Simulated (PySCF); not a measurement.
Computed shifts of a molecule C2H9NSi3, HF/pcSseg-1 (PySCF), GIAO, gas phase, atoms alike by connectivity averaged where their shifts nearly agree, in ppm (number of nuclei): ²⁹Si: -61.8 (1), -83.3 (1), -90.8 (1). ¹³C: 183.4 (1), 46.9 (1). ¹⁵N: 515.7 (1). ¹H: 9.44 (1), 4.50 (1), 4.28 (1), 4.18 (1), 3.95 (1), 3.66 (3), 3.39 (1). References: ²⁹Si against TMS (σ = 393.8 ppm); ¹³C against TMS (σ = 192.6 ppm); ¹⁵N against NH3 (σ = 267.3 ppm); ¹H against TMS (σ = 31.99 ppm), references at their B3LYP-D3(BJ)/def2-TZVP geometries, non-relativistic. Geometry optimised at B3LYP-D3(BJ)/def2-SVP. One conformer was computed; it need not be the lowest.

Pick the molecule that these values belong to.
A. C#C[SiH2][SiH2][SiH2]N
B. N[SiH2][SiH2]C#C[SiH3]
C. C=C1[SiH2][SiH2]N1[SiH3]
D. [SiH3][Si@H]1CN=C[SiH2]1

D, [SiH3][Si@H]1CN=C[SiH2]1
